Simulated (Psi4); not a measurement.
C$_{2}$H$_{5}$ClInN (SMILES C=[CH][In]([NH2])[Cl]), singlet, at a GFN2-xTB geometry (such geometries of metal compounds can be far from the true shape) (core potentials on In); PBE0/def2-TZVP (Psi4).

Input for Psi4:
```
memory 2 GB

molecule {
0 1
In   -0.09458099    0.09770751    0.03443906
Cl    1.23460350   -0.28148916    1.88936852
C    -0.07511966   -1.29483055   -1.69318585
C    -0.72178521   -1.01925754   -2.80705737
H     0.51077671   -2.19830979   -1.57266691
H    -0.70302703   -1.68640127   -3.66164270
H    -1.30303639   -0.11531657   -2.92672614
N    -1.00759831    1.94769640    0.08767438
H    -1.08159685    2.27188674    1.04800146
H    -1.94229015    1.97644247   -0.30600553
}

set {
  basis def2-tzvp
}

energy('pbe0')
print_variables()
```

**Question.** Write the output that Psi4 gives for this input, abridged.

**Answer.** 
```
   => Loading Basis Set <=

    Name: DEF2-TZVP
    Role: ORBITAL
    Keyword: BASIS

    !!!  WARNING: ECP capability is in beta. Please check occupations closely.  !!!

         ---------------------------------------------------------
                                   SCF
               by Justin Turney, Rob Parrish, Andy Simmonett
                          and Daniel G. A. Smith
                              RKS Reference
         ---------------------------------------------------------

  ==> Geometry <==

    Molecular point group: c1
    Full point group: C1

    Geometry (in Angstrom), charge = 0, multiplicity = 1:

       Center              X                  Y                   Z               Mass
    ------------   -----------------  -----------------  -----------------  -----------------
         IN          -0.115720239087     0.091805721017    -0.016225391566   114.903878776000
         CL           1.213464250913    -0.287390948983     1.838704068434    34.968852682000
         C           -0.096258909087    -1.300732338983    -1.743850301566    12.000000000000
         C           -0.742924459087    -1.025159328983    -2.857721821566    12.000000000000
         H            0.489637460913    -2.204211578983    -1.623331361566     1.007825032230
         H           -0.724166279087    -1.692303058983    -3.712307151566     1.007825032230
         H           -1.324175639087    -0.121218358983    -2.977390591566     1.007825032230
         N           -1.028737559087     1.941794611017     0.037009928434    14.003074004430
         H           -1.102736099087     2.265984951017     0.997337008434     1.007825032230
         H           -1.963429399087     1.970540681017    -0.356669981566     1.007825032230

  Running in c1 symmetry.

  Rotational constants: A =      0.12682  B =      0.05017  C =      0.03608 [cm^-1]
  Rotational constants: A =   3802.11765  B =   1504.20103  C =   1081.65738 [MHz]
  Nuclear repulsion =  293.991160473198931

  Charge       = 0
  Multiplicity = 1
  Electrons    = 62
  Nalpha       = 31
  Nbeta        = 31

  ==> Algorithm <==

  SCF Algorithm Type is DF.
  DIIS enabled.
  MOM disabled.
  Fractional occupation disabled.
  Guess Type is SAD.
  Energy threshold   = 1.00e-06
  Density threshold  = 1.00e-06
  Integral threshold = 1.00e-12

  ==> Primary Basis <==

  Basis Set: DEF2-TZVP
    Blend: DEF2-TZVP
    Number of shells: 82
    Number of basis functions: 210
    Number of Cartesian functions: 239
    Spherical Harmonics?: true
    Max angular momentum: 3

  Core potential: DEF2-TZVP
    Number of shells: 4
    Number of ECP primitives: 18
    Number of ECP core electrons: 28
    Max angular momentum: 3

  ==> DFT Potential <==

   => LibXC <=

    Version 7.1.2
    S. Lehtola, C. Steigemann, M. J. T. Oliveira, and M. A. L. Marques,  SoftwareX 7, 1–5 (2018) (10.1016/j.softx.2017.11.002)

   => Composite Functional: PBE0 <=

    PBE0 Hyb-GGA Exchange-Correlation Functional

    C. Adamo and V. Barone,  J. Chem. Phys. 110, 6158 (1999) (10.1063/1.478522)
    M. Ernzerhof and G. E. Scuseria,  J. Chem. Phys. 110, 5029 (1999) (10.1063/1.478401)

    Deriv               =              1
    GGA                 =           TRUE
    Meta                =          FALSE

    Exchange Hybrid     =           TRUE
    MP2 Hybrid          =          FALSE

   => Exchange Functionals <=

    0.7500   Perdew, Burke & Ernzerhof

   => Exact (HF) Exchange <=

    0.2500               HF

   => Correlation Functionals <=

    1.0000   Perdew, Burke & Ernzerhof

   => LibXC Density Thresholds  <==

    XC_HYB_GGA_XC_PBEH:  1.00E-15

   => Molecular Quadrature <=

    Radial Scheme          =       TREUTLER
    Pruning Scheme         =           NONE
    Nuclear Scheme         =       TREUTLER

    Blocking Scheme        =         OCTREE
    BS radius alpha        =              1
    Pruning alpha          =              1
    Radial Points          =             75
[...]
  Using in-core AOs.

  ==> MemDFJK: Density-Fitted J/K Matrices <==

    J tasked:                   Yes
    K tasked:                   Yes
    wK tasked:                   No
    Algorithm:                 Core
    Schwarz Cutoff:           1E-12
    Mask sparsity (%):       8.5306
    Fitting Condition:        1E-10

   => Auxiliary Basis Set <=

  Basis Set: (DEF2-TZVP AUX)
    Blend: DEF2-UNIVERSAL-JKFIT
    Number of shells: 189
    Number of basis functions: 663
    Number of Cartesian functions: 835
    Spherical Harmonics?: true
    Max angular momentum: 5

  Minimum eigenvalue in the overlap matrix is 1.8626893770E-04.
  Reciprocal condition number of the overlap matrix is 2.5282905245E-05.
    Using symmetric orthogonalization.

  ==> Pre-Iterations <==

  SCF Guess: Superposition of Atomic Densities via on-the-fly atomic UHF (no occupation information).

   -------------------------
    Irrep   Nso     Nmo
   -------------------------
     A        210     210
   -------------------------
    Total     210     210
   -------------------------

  ==> Iterations <==

                           Total Energy        Delta E     RMS |[F,P]|

   @DF-RKS iter SAD:  -782.49264745534322   -7.82493e+02   0.00000e+00
   @DF-RKS iter   1:  -783.40881679108952   -9.16169e-01   5.79561e-03 DIIS/ADIIS
   @DF-RKS iter   2:  -782.40652437918868    1.00229e+00   7.97554e-03 DIIS/ADIIS
   @DF-RKS iter   3:  -784.00171301052251   -1.59519e+00   2.01497e-03 DIIS/ADIIS
   @DF-RKS iter   4:  -784.08012837728245   -7.84154e-02   5.77156e-04 DIIS/ADIIS
   @DF-RKS iter   5:  -784.08459187012659   -4.46349e-03   3.56978e-04 DIIS/ADIIS
   @DF-RKS iter   6:  -784.08728513499432   -2.69326e-03   7.50931e-05 DIIS
   @DF-RKS iter   7:  -784.08739598011027   -1.10845e-04   2.95346e-05 DIIS
   @DF-RKS iter   8:  -784.08741555556890   -1.95755e-05   4.11382e-06 DIIS
   @DF-RKS iter   9:  -784.08741591466571   -3.59097e-07   7.18439e-07 DIIS
  Energy and wave function converged.

  ==> Post-Iterations <==

   Electrons on quadrature grid:
      Ntotal   =   62.0000097922 ; deviation = 9.792e-06

    Orbital Energies [Eh]
    ---------------------

    Doubly Occupied:

[...]
      31A     -0.271397

    Virtual:

[...]
    Final Occupation by Irrep:
              A
    DOCC [    31 ]
    NA   [    31 ]
    NB   [    31 ]

  @DF-RKS Final Energy:  -784.08741591466571

   => Energetics <=

    Nuclear Repulsion Energy =            293.9911604731989314
    One-Electron Energy =               -1736.6307711092990758
    Two-Electron Energy =                 707.3544689925530520
    DFT Exchange-Correlation Energy =     -48.8022742711186908
    Empirical Dispersion Energy =           0.0000000000000000
    VV10 Nonlocal Energy =                  0.0000000000000000
    Total Energy =                       -784.0874159146657121

Computation Completed

Properties will be evaluated at   0.000000,   0.000000,   0.000000 [a0]

Properties computed using the SCF density matrix

 Multipole Moments:

 ------------------------------------------------------------------------------------
     Multipole            Electronic (a.u.)      Nuclear  (a.u.)        Total (a.u.)
 ------------------------------------------------------------------------------------

 L = 1.  Multiply by 2.5417464519 to convert [e a0] to [Debye]
 Dipole X            :         -3.4504735            2.5277622           -0.9227113
 Dipole Y            :          5.6529013           -5.8614034           -0.2085021
 Dipole Z            :          6.9799964           -7.7582505           -0.7782541
 Magnitude           :                                                    1.2249689

 ------------------------------------------------------------------------------------

  Variable Map:
  ----------------------------------------------------------------------------
[...]
  Array Variable Map:
  ----------------------------------------------------------------------------
[...]
[...]
```
